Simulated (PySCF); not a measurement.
Consider hydrogen selenide, `[SeH2]` (H2Se). Atom numbers as in the mapped SMILES `[SeH2:1]`.

Computed at ωB97X-D3(BJ)/ma-def2-TZVP // PBE0-D3(BJ)/def2-SVP with PySCF (density fitting, grid level 2). Zero-point and thermal terms (298.15 K, 1 bar) come from unscaled PBE0-D3(BJ)/def2-SVP harmonic frequencies, with soft modes damped to free rotors in the entropy.

Problem. What are the vertical and the adiabatic ionisation energy for forming the radical cation?

Solution. 9.91 eV vertical and 9.90 eV adiabatic, the latter with zero-point energy.

Problem. Where does the unpaired spin of the relaxed radical cation sit?

Solution. Se1 (selenium) 1.04 (intrinsic atomic orbital populations).

Problem. What oxidation potential follows in acetonitrile (IEF-PCM), given that Fc+/Fc comes at 4.54 V absolute with this functional and basis?

Solution. In the gas phase ΔG of oxidation is 9.879 eV, and solvation is -9.8 kJ/mol for the parent and -298.6 kJ/mol for the product, so the absolute potential is 6.89 V, or 2.34 V against Fc+/Fc. Fc+/Fc in acetonitrile, 4.54 V, is ωB97X-D3(BJ)/ma-def2-TZVP on PBE0-D3(BJ)/def2-SVP structures with GFN2-xTB thermal terms. Benchmark calculations put it near 5.0 V in acetonitrile and DMSO, so it is about 0.5 V low, and the value against it can read up to that much too high. The solvent is electrostatics only, on gas-phase structures; the absolute scale refers to an electron at rest in vacuum.

Problem. How far is −ε(HOMO) from the vertical value by ΔSCF?

Solution. −ε(HOMO) = 9.55 eV, which is 0.36 eV below the ΔSCF value.

Note: spin-orbit coupling is left out of the energies, which matters for open shells on the heavier atoms; atoms from Ga to Kr are treated without relativity.

Differences come from unrounded values, so a last digit can differ from that of the printed terms.
